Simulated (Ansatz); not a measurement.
## Counterpoise correction, worked out

The pair of Li⁺ (SMILES [Li+], atom 1) and CH3F (SMILES CF, atoms 2–6), both closed shells, in one local arrangement (a lower one may exist), relaxed at PBE0-D4/def2-TZVP:

Li1  (0.199, -0.070, -2.558)
C2  (-0.048, 0.017, 0.616)
F3  (0.067, -0.024, -0.819)
H4  (0.966, 0.031, 1.003)
H5  (-0.590, -0.879, 0.905)
H6  (-0.595, 0.925, 0.853)
(Å)

Program: Ansatz 0.2.0. Basis: def2-TZVPPD. Cores are frozen in the correlated methods. The outer core shell of Li, Na, Mg and K is correlated.

CCSD(T) total energies in eV:

| system | geometry | basis functions | energy |
| --- | --- | --- | --- |
| pair | pair | all | -3996.92302 |
| Li⁺ | as in the pair | all (partner as ghosts) | -197.85006 |
| CH3F | as in the pair | all (partner as ghosts) | -3797.80424 |
| Li⁺ | as in the pair | its own | -197.84251 |
| CH3F | as in the pair | its own | -3797.79590 |
| Li⁺ | free (PBE0-D4 minimum) | its own | -197.84251 |
| CH3F | free (PBE0-D4 minimum) | its own | -3797.83986 |

(1) Work out the interaction energy with and without the counterpoise correction, the superposition error, and the binding energy from the relaxed fragments.

T1 diagnostic: at most 0.012.

Answers

(1) Without correction: -3996.92302 − (-197.84251) − (-3797.79590) = -1.28461 eV.
With correction (each fragment in the whole basis): -3996.92302 − (-197.85006) − (-3797.80424) = -1.26872 eV = -29.26 kcal/mol.
The superposition error is the difference, 0.01589 eV, 1 % of the uncorrected value: each fragment borrows its partner's functions.
Deformation from the free shapes: 0.00000 eV for Li⁺ and 0.04396 eV for CH3F.
Binding energy from relaxed fragments: -1.26872 + 0.00000 + 0.04396 = -1.22476 eV = -28.24 kcal/mol (electronic, without zero-point energy; negative means bound). For comparison, the corrected interaction energy by CCSD(T) at an estimated basis limit (MP2 extrapolated from triple and quadruple zeta, plus CCSD(T) − MP2 in triple zeta) is -1.315 eV; triple zeta with the correction binds less.

For scale, one of the runs: CCSD(T)/def2-TZVPPD, 150 basis functions, launched by `ansatz run in.yaml --threads 2 --pin off --events-out ev --progress --plain --max-ram 5222MiB`. Hardware: 2 CPU threads, shared host. Wall time 4.7 s; peak host memory 1.1 GiB.
